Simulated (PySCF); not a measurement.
## Calculated data, AlBH3

Calculation on a computer-drawn molecule: vertical ionisation energy to the stated ion spin, frozen-core CCSD(T) at the basis limit and cheaper methods, single-reference cases, UHF for radicals, no spin-orbit; all values are single points at the evaluated structure, the first of each entry, which is the reference or a displaced copy of it and isn't optimised; the reference structure only sets the zero of the energies above reference; triples share is (T) over the correlation energy. Program: PySCF 2.14.0.

Common to all runs: charge 1; multiplicity 1; ion multiplicity 2; diffuse functions no; basis cc-pV(n+d)Z; reference is the Hartree-Fock double-zeta minimum; best is HF at quadruple zeta + MP2 correlation extrapolated from triple and quadruple zeta + CCSD(T) minus MP2 at triple zeta; basis step is the size of the change from the same recipe one zeta lower.

(1) AlBH3

Evaluated structure:
```xyz
5
AlBH3
B      2.0037    -0.5996    -0.8071
Al     1.0285    -1.0791    -2.6920
H      1.8767     0.5820    -0.4443
H      2.6262    -1.3479    -0.2986
H      0.2892    -1.4126    -4.0627
```

Reference structure:
```xyz
5
AlBH3
B      2.0353    -0.5078    -0.8733
Al     1.0135    -1.0398    -2.7164
H      1.9145     0.6049    -0.4727
H      2.6781    -1.3490    -0.3322
H      0.2841    -1.4192    -4.0319
```

Results for AlBH3: ionisation energy best 16.74 eV; ionisation energy basis step 0.02757 eV; energy above reference best 3.62 kcal/mol; energy above reference basis step 0.005537 kcal/mol; ionisation energy Koopmans at triple zeta 16.67 eV; ionisation energy EOM CCSD at triple zeta 16.7 eV; total energy HF triple zeta -268.0448 hartree; total energy CCSD(T) triple zeta -268.2284 hartree; total energy best -268.2483 hartree; T1 diagnostic at triple zeta 0.01002; D1 diagnostic at triple zeta 0.01937; ion T1 diagnostic at triple zeta 0.025; ion D1 diagnostic at triple zeta 0.06172; ion spin squared at triple zeta 0.8196; triples share at triple zeta 0.0239; basis functions triple zeta 111.

Drawn bonds:
| atom | other atom | order |
| --- | --- | --- |
| 1 | 2 | 1 |
| 1 | 3 | 1 |
| 1 | 4 | 1 |
| 2 | 5 | 1 |

Triple zeta:
| method | ionisation energy (eV) | energy above reference (kcal/mol) |
| --- | --- | --- |
| HF | 15.73 | 3.783 |
| PBE | 16.38 | 3.547 |
| r2SCAN | 16.4 | 3.597 |
| B3LYP | 16.54 | 3.524 |
| wB97X | 16.61 | 3.788 |
| MP2 | 16.62 | 3.739 |
| CCSD | 16.62 | 3.659 |
| CCSD(T) | 16.65 | 3.65 |

(2) AlBH3

Evaluated structure:
```xyz
5
AlBH3
B      2.0411    -0.5088    -0.8742
Al     1.0064    -1.0451    -2.7204
H      1.9194     0.5063    -0.5208
H      2.6836    -1.3472    -0.3333
H      0.2792    -1.4143    -4.0389
```

Reference structure:
```xyz
5
AlBH3
B      2.0353    -0.5078    -0.8733
Al     1.0135    -1.0398    -2.7164
H      1.9145     0.6049    -0.4727
H      2.6781    -1.3490    -0.3322
H      0.2841    -1.4192    -4.0319
```

Results for AlBH3: ionisation energy best 16.81 eV; ionisation energy basis step 0.02782 eV; energy above reference best 3.6 kcal/mol; energy above reference basis step 0.07994 kcal/mol; ionisation energy Koopmans at triple zeta 16.72 eV; ionisation energy EOM CCSD at triple zeta 16.77 eV; total energy HF triple zeta -268.0455 hartree; total energy CCSD(T) triple zeta -268.2283 hartree; total energy best -268.2483 hartree; T1 diagnostic at triple zeta 0.009618; D1 diagnostic at triple zeta 0.01848; ion T1 diagnostic at triple zeta 0.02304; ion D1 diagnostic at triple zeta 0.05571; ion spin squared at triple zeta 0.8074; triples share at triple zeta 0.02331; basis functions triple zeta 111.

Drawn bonds:
| atom | other atom | order |
| --- | --- | --- |
| 1 | 2 | 1 |
| 1 | 3 | 1 |
| 1 | 4 | 1 |
| 2 | 5 | 1 |

Triple zeta:
| method | ionisation energy (eV) | energy above reference (kcal/mol) |
| --- | --- | --- |
| HF | 15.78 | 3.328 |
| PBE | 16.45 | 4.186 |
| r2SCAN | 16.48 | 3.749 |
| B3LYP | 16.61 | 3.434 |
| wB97X | 16.67 | 3.755 |
| MP2 | 16.67 | 3.482 |
| CCSD | 16.68 | 3.616 |
| CCSD(T) | 16.71 | 3.687 |

(3) AlBH3

Evaluated structure:
```xyz
5
AlBH3
B      2.0654    -0.4875    -0.8260
Al     1.0229    -1.1301    -2.7141
H      1.8689     0.4842    -0.4572
H      2.6421    -1.3586    -0.3572
H      0.2341    -1.5260    -4.0417
```

Reference structure:
```xyz
5
AlBH3
B      2.0353    -0.5078    -0.8733
Al     1.0135    -1.0398    -2.7164
H      1.9145     0.6049    -0.4727
H      2.6781    -1.3490    -0.3322
H      0.2841    -1.4192    -4.0319
```

It finds ionisation energy best 16.53 eV; ionisation energy basis step 0.02715 eV; energy above reference best 7.515 kcal/mol; energy above reference basis step 0.1604 kcal/mol; ionisation energy Koopmans at triple zeta 16.37 eV; ionisation energy EOM CCSD at triple zeta 16.48 eV; total energy HF triple zeta -268.0395 hartree; total energy CCSD(T) triple zeta -268.2221 hartree; total energy best -268.2421 hartree; T1 diagnostic at triple zeta 0.01014; D1 diagnostic at triple zeta 0.02044; ion T1 diagnostic at triple zeta 0.02443; ion D1 diagnostic at triple zeta 0.06188; ion spin squared at triple zeta 0.8176; triples share at triple zeta 0.02352; basis functions triple zeta 111.

Drawn bonds:
| atom | other atom | order |
| --- | --- | --- |
| 1 | 2 | 1 |
| 1 | 3 | 1 |
| 1 | 4 | 1 |
| 2 | 5 | 1 |

Triple zeta:
| method | ionisation energy (eV) | energy above reference (kcal/mol) |
| --- | --- | --- |
| HF | 15.46 | 7.104 |
| PBE | 16.21 | 7.954 |
| r2SCAN | 16.22 | 7.675 |
| B3LYP | 16.35 | 7.111 |
| wB97X | 16.39 | 8.019 |
| MP2 | 16.38 | 7.496 |
| CCSD | 16.39 | 7.511 |
| CCSD(T) | 16.43 | 7.56 |

(4) AlBH3

Evaluated structure:
```xyz
5
AlBH3
B      2.0654    -0.4875    -0.8260
Al     1.0229    -1.1301    -2.7141
H      1.8689     0.4842    -0.4572
H      2.6421    -1.3586    -0.3572
H      0.2742    -1.5059    -3.9742
```

Reference structure:
```xyz
5
AlBH3
B      2.0353    -0.5078    -0.8733
Al     1.0135    -1.0398    -2.7164
H      1.9145     0.6049    -0.4727
H      2.6781    -1.3490    -0.3322
H      0.2841    -1.4192    -4.0319
```

The calculation gives: ionisation energy best 16.57 eV; ionisation energy basis step 0.02741 eV; energy above reference best 7.719 kcal/mol; energy above reference basis step 0.1794 kcal/mol; ionisation energy Koopmans at triple zeta 16.41 eV; ionisation energy EOM CCSD at triple zeta 16.53 eV; total energy HF triple zeta -268.0396 hartree; total energy CCSD(T) triple zeta -268.2217 hartree; total energy best -268.2418 hartree; T1 diagnostic at triple zeta 0.009613; D1 diagnostic at triple zeta 0.01863; ion T1 diagnostic at triple zeta 0.02054; ion D1 diagnostic at triple zeta 0.04886; ion spin squared at triple zeta 0.794; triples share at triple zeta 0.02314; basis functions triple zeta 111.

Drawn bonds:
| atom | other atom | order |
| --- | --- | --- |
| 1 | 2 | 1 |
| 1 | 3 | 1 |
| 1 | 4 | 1 |
| 2 | 5 | 1 |

Triple zeta:
| method | ionisation energy (eV) | energy above reference (kcal/mol) |
| --- | --- | --- |
| HF | 15.51 | 7.03 |
| PBE | 16.27 | 8.649 |
| r2SCAN | 16.27 | 8.009 |
| B3LYP | 16.41 | 7.345 |
| wB97X | 16.43 | 8.07 |
| MP2 | 16.41 | 7.501 |
| CCSD | 16.44 | 7.704 |
| CCSD(T) | 16.48 | 7.804 |

(5) AlBH3

Evaluated structure:
```xyz
5
AlBH3
B      2.0654    -0.4875    -0.8260
Al     1.0229    -1.1301    -2.7141
H      1.8689     0.4842    -0.4572
H      2.6421    -1.3586    -0.3572
H      0.2386    -1.5238    -4.0342
```

Reference structure:
```xyz
5
AlBH3
B      2.0353    -0.5078    -0.8733
Al     1.0135    -1.0398    -2.7164
H      1.9145     0.6049    -0.4727
H      2.6781    -1.3490    -0.3322
H      0.2841    -1.4192    -4.0319
```

Results for AlBH3: ionisation energy best 16.53 eV; ionisation energy basis step 0.02729 eV; energy above reference best 7.429 kcal/mol; energy above reference basis step 0.1613 kcal/mol; ionisation energy Koopmans at triple zeta 16.37 eV; ionisation energy EOM CCSD at triple zeta 16.48 eV; total energy HF triple zeta -268.0397 hartree; total energy CCSD(T) triple zeta -268.2223 hartree; total energy best -268.2422 hartree; T1 diagnostic at triple zeta 0.01008; D1 diagnostic at triple zeta 0.02022; ion T1 diagnostic at triple zeta 0.02391; ion D1 diagnostic at triple zeta 0.06032; ion spin squared at triple zeta 0.8145; triples share at triple zeta 0.02347; basis functions triple zeta 111.

Drawn bonds:
| atom | other atom | order |
| --- | --- | --- |
| 1 | 2 | 1 |
| 1 | 3 | 1 |
| 1 | 4 | 1 |
| 2 | 5 | 1 |

Triple zeta:
| method | ionisation energy (eV) | energy above reference (kcal/mol) |
| --- | --- | --- |
| HF | 15.47 | 6.981 |
| PBE | 16.22 | 7.925 |
| r2SCAN | 16.23 | 7.603 |
| B3LYP | 16.36 | 7.03 |
| wB97X | 16.39 | 7.915 |
| MP2 | 16.38 | 7.385 |
| CCSD | 16.4 | 7.423 |
| CCSD(T) | 16.43 | 7.479 |

(6) AlBH3

Evaluated structure:
```xyz
5
AlBH3
B      2.0427    -0.4868    -0.8702
Al     0.9991    -1.0373    -2.7320
H      1.8918     0.6347    -0.4651
H      2.6921    -1.3625    -0.3415
H      0.2994    -1.4160    -4.0443
```

Reference structure:
```xyz
5
AlBH3
B      2.0353    -0.5078    -0.8733
Al     1.0135    -1.0398    -2.7164
H      1.9145     0.6049    -0.4727
H      2.6781    -1.3490    -0.3322
H      0.2841    -1.4192    -4.0319
```

Results for AlBH3: ionisation energy best 16.68 eV; ionisation energy basis step 0.02839 eV; energy above reference best 0.6726 kcal/mol; energy above reference basis step 0.007484 kcal/mol; ionisation energy Koopmans at triple zeta 16.59 eV; ionisation energy EOM CCSD at triple zeta 16.64 eV; total energy HF triple zeta -268.0498 hartree; total energy CCSD(T) triple zeta -268.2332 hartree; total energy best -268.2530 hartree; T1 diagnostic at triple zeta 0.009803; D1 diagnostic at triple zeta 0.01844; ion T1 diagnostic at triple zeta 0.02188; ion D1 diagnostic at triple zeta 0.05208; ion spin squared at triple zeta 0.7999; triples share at triple zeta 0.0241; basis functions triple zeta 111.

Drawn bonds:
| atom | other atom | order |
| --- | --- | --- |
| 1 | 2 | 1 |
| 1 | 3 | 1 |
| 1 | 4 | 1 |
| 2 | 5 | 1 |

Triple zeta:
| method | ionisation energy (eV) | energy above reference (kcal/mol) |
| --- | --- | --- |
| HF | 15.66 | 0.6348 |
| PBE | 16.33 | 0.4891 |
| r2SCAN | 16.35 | 0.6716 |
| B3LYP | 16.49 | 0.6768 |
| wB97X | 16.53 | 0.6898 |
| MP2 | 16.54 | 0.6983 |
| CCSD | 16.55 | 0.6407 |
| CCSD(T) | 16.58 | 0.6116 |

(7) AlBH3

Evaluated structure:
```xyz
5
AlBH3
B      1.9554    -0.6481    -0.8536
Al     1.0820    -0.9891    -2.8708
H      1.7729     0.6638    -0.3465
H      2.7435    -1.4538    -0.4877
H      0.3433    -1.4963    -3.9785
```

Reference structure:
```xyz
5
AlBH3
B      2.0353    -0.5078    -0.8733
Al     1.0135    -1.0398    -2.7164
H      1.9145     0.6049    -0.4727
H      2.6781    -1.3490    -0.3322
H      0.2841    -1.4192    -4.0319
```

Results for AlBH3: ionisation energy best 16.44 eV; ionisation energy basis step 0.02571 eV; energy above reference best 17.71 kcal/mol; energy above reference basis step 0.07706 kcal/mol; ionisation energy Koopmans at triple zeta 16.34 eV; ionisation energy EOM CCSD at triple zeta 16.41 eV; total energy HF triple zeta -268.0207 hartree; total energy CCSD(T) triple zeta -268.2060 hartree; total energy best -268.2259 hartree; T1 diagnostic at triple zeta 0.0103; D1 diagnostic at triple zeta 0.01799; ion T1 diagnostic at triple zeta 0.02103; ion D1 diagnostic at triple zeta 0.04713; ion spin squared at triple zeta 0.7884; triples share at triple zeta 0.02521; basis functions triple zeta 111.

Drawn bonds:
| atom | other atom | order |
| --- | --- | --- |
| 1 | 2 | 1 |
| 1 | 3 | 1 |
| 1 | 4 | 1 |
| 2 | 5 | 1 |

Triple zeta:
| method | ionisation energy (eV) | energy above reference (kcal/mol) |
| --- | --- | --- |
| HF | 15.42 | 18.94 |
| PBE | 16.11 | 16.92 |
| r2SCAN | 16.12 | 17.69 |
| B3LYP | 16.27 | 17.82 |
| wB97X | 16.29 | 17.84 |
| MP2 | 16.3 | 18.27 |
| CCSD | 16.32 | 17.84 |
| CCSD(T) | 16.36 | 17.65 |

(8) AlBH3

Evaluated structure:
```xyz
5
AlBH3
B      2.0461    -0.4684    -0.8785
Al     1.0074    -1.0172    -2.7323
H      1.8854     0.6174    -0.4476
H      2.6800    -1.3311    -0.3201
H      0.2404    -1.4320    -4.0738
```

Reference structure:
```xyz
5
AlBH3
B      2.0353    -0.5078    -0.8733
Al     1.0135    -1.0398    -2.7164
H      1.9145     0.6049    -0.4727
H      2.6781    -1.3490    -0.3322
H      0.2841    -1.4192    -4.0319
```

The calculation gives: ionisation energy best 16.72 eV; ionisation energy basis step 0.02772 eV; energy above reference best 0.6652 kcal/mol; energy above reference basis step 0.009396 kcal/mol; ionisation energy Koopmans at triple zeta 16.65 eV; ionisation energy EOM CCSD at triple zeta 16.68 eV; total energy HF triple zeta -268.0496 hartree; total energy CCSD(T) triple zeta -268.2332 hartree; total energy best -268.2530 hartree; T1 diagnostic at triple zeta 0.01013; D1 diagnostic at triple zeta 0.0197; ion T1 diagnostic at triple zeta 0.02557; ion D1 diagnostic at triple zeta 0.06365; ion spin squared at triple zeta 0.8222; triples share at triple zeta 0.02419; basis functions triple zeta 111.

Drawn bonds:
| atom | other atom | order |
| --- | --- | --- |
| 1 | 2 | 1 |
| 1 | 3 | 1 |
| 1 | 4 | 1 |
| 2 | 5 | 1 |

Triple zeta:
| method | ionisation energy (eV) | energy above reference (kcal/mol) |
| --- | --- | --- |
| HF | 15.71 | 0.7927 |
| PBE | 16.36 | 0.2641 |
| r2SCAN | 16.38 | 0.5737 |
| B3LYP | 16.52 | 0.6314 |
| wB97X | 16.58 | 0.7853 |
| MP2 | 16.6 | 0.7944 |
| CCSD | 16.59 | 0.6437 |
| CCSD(T) | 16.62 | 0.6004 |

(9) AlBH3

Evaluated structure:
```xyz
5
AlBH3
B      2.0461    -0.4684    -0.8785
Al     1.0074    -1.0172    -2.7323
H      1.8854     0.6174    -0.4476
H      2.7110    -1.3733    -0.2928
H      0.2404    -1.4320    -4.0738
```

Reference structure:
```xyz
5
AlBH3
B      2.0353    -0.5078    -0.8733
Al     1.0135    -1.0398    -2.7164
H      1.9145     0.6049    -0.4727
H      2.6781    -1.3490    -0.3322
H      0.2841    -1.4192    -4.0319
```

It finds ionisation energy best 16.69 eV; ionisation energy basis step 0.02786 eV; energy above reference best 2.24 kcal/mol; energy above reference basis step 0.03503 kcal/mol; ionisation energy Koopmans at triple zeta 16.62 eV; ionisation energy EOM CCSD at triple zeta 16.65 eV; total energy HF triple zeta -268.0467 hartree; total energy CCSD(T) triple zeta -268.2308 hartree; total energy best -268.2505 hartree; T1 diagnostic at triple zeta 0.01027; D1 diagnostic at triple zeta 0.01975; ion T1 diagnostic at triple zeta 0.02546; ion D1 diagnostic at triple zeta 0.0631; ion spin squared at triple zeta 0.8211; triples share at triple zeta 0.02454; basis functions triple zeta 111.

Drawn bonds:
| atom | other atom | order |
| --- | --- | --- |
| 1 | 2 | 1 |
| 1 | 3 | 1 |
| 1 | 4 | 1 |
| 2 | 5 | 1 |

Triple zeta:
| method | ionisation energy (eV) | energy above reference (kcal/mol) |
| --- | --- | --- |
| HF | 15.68 | 2.621 |
| PBE | 16.32 | 1.496 |
| r2SCAN | 16.35 | 2.071 |
| B3LYP | 16.48 | 2.249 |
| wB97X | 16.55 | 2.343 |
| MP2 | 16.57 | 2.498 |
| CCSD | 16.56 | 2.229 |
| CCSD(T) | 16.59 | 2.138 |

(10) AlBH3

Evaluated structure:
```xyz
5
AlBH3
B      2.0461    -0.4684    -0.8785
Al     1.0074    -1.0172    -2.7323
H      1.8854     0.6174    -0.4476
H      2.7456    -1.4204    -0.2623
H      0.2404    -1.4320    -4.0738
```

Reference structure:
```xyz
5
AlBH3
B      2.0353    -0.5078    -0.8733
Al     1.0135    -1.0398    -2.7164
H      1.9145     0.6049    -0.4727
H      2.6781    -1.3490    -0.3322
H      0.2841    -1.4192    -4.0319
```

It finds ionisation energy best 16.64 eV; ionisation energy basis step 0.02797 eV; energy above reference best 5.547 kcal/mol; energy above reference basis step 0.07817 kcal/mol; ionisation energy Koopmans at triple zeta 16.59 eV; ionisation energy EOM CCSD at triple zeta 16.61 eV; total energy HF triple zeta -268.0408 hartree; total energy CCSD(T) triple zeta -268.2256 hartree; total energy best -268.2452 hartree; T1 diagnostic at triple zeta 0.01048; D1 diagnostic at triple zeta 0.01987; ion T1 diagnostic at triple zeta 0.0252; ion D1 diagnostic at triple zeta 0.06208; ion spin squared at triple zeta 0.8205; triples share at triple zeta 0.02496; basis functions triple zeta 111.

Drawn bonds:
| atom | other atom | order |
| --- | --- | --- |
| 1 | 2 | 1 |
| 1 | 3 | 1 |
| 1 | 4 | 1 |
| 2 | 5 | 1 |

Triple zeta:
| method | ionisation energy (eV) | energy above reference (kcal/mol) |
| --- | --- | --- |
| HF | 15.64 | 6.295 |
| PBE | 16.27 | 4.415 |
| r2SCAN | 16.29 | 5.293 |
| B3LYP | 16.43 | 5.583 |
| wB97X | 16.5 | 5.677 |
| MP2 | 16.52 | 5.988 |
| CCSD | 16.52 | 5.556 |
| CCSD(T) | 16.55 | 5.407 |
